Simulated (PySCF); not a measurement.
Correlation energy of Hg²⁺ (mercury, charge +2)

[Xe] 4f14 5d9 6p1, one real determinant (an excited configuration). Calculation: PySCF 2.14, in x2c-TZVPPall with one added diffuse shell each of s, p, d, f type (12s8p8d4f1g, 113 functions); the spin-free X2C one-electron Hamiltonian (Gaussian nucleus). Frozen: [Kr] 4d10 4f14; 18 electrons correlated.

```
  level  correlation energy (mhartree)
   CCSD                        -484.15
    (T)                         -11.88
CCSD(T)                        -496.03
```

Diagnostics: T1 = 0.0071, D1 = 0.0329, largest double amplitude 0.033.

Question: Is a single reference adequate?

Answer: Yes, within this model without spin-orbit coupling: T1 lies below 0.03 and no double amplitude reaches 0.07.

The reference is one real determinant that mixes LS terms of this configuration.

This basis was not built for core-valence correlation, so the inner-shell part is incomplete.
